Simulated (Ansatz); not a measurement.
System: H3GeO2, charge 0, doublet. H3GeO2 (SMILES [OH][GeH][OH], doublet).
B3LYP-D3(BJ)/def2-TZVP minimum from Ansatz (a first-principles code):
```xyz
6

Ge    -0.3468     0.0621    -0.1675
O      0.1253    -0.8578     1.3110
O      1.2318     0.6087    -0.8009
H     -1.0864     1.3975     0.2154
H     -0.5992    -1.3484     1.7139
H      1.9274    -0.0427    -0.6516
```
Charge 0, spin multiplicity 2.

Atomisation energy term by term, kcal/mol (programs: Ansatz). UHF or UKS for unpaired electrons; spin-orbit terms are left out. Correlated methods leave the cores frozen (noble-gas shells, and filled d and f shells in the p block). No relativity. CBS(X,Y): correlation extrapolated as X^-3, Hartree-Fock from the larger set. A bracket is a step between two methods taken in the basis named. Where a partner has so few electrons that a lower coupled-cluster level is exact, that level stands in.

| term | basis | kcal/mol |
|---|---|---|
| Hartree-Fock | cc-pVQZ | 299.19 |
| CCSD correlation | CBS(cc-pVTZ,cc-pVQZ) | 151.12 |
| (T) | CBS(cc-pVTZ,cc-pVQZ) | 10.59 |
| CCSDT(Q) - CCSD(T) | cc-pVDZ | 1.08 |
| sum: De |  | 462.0 |
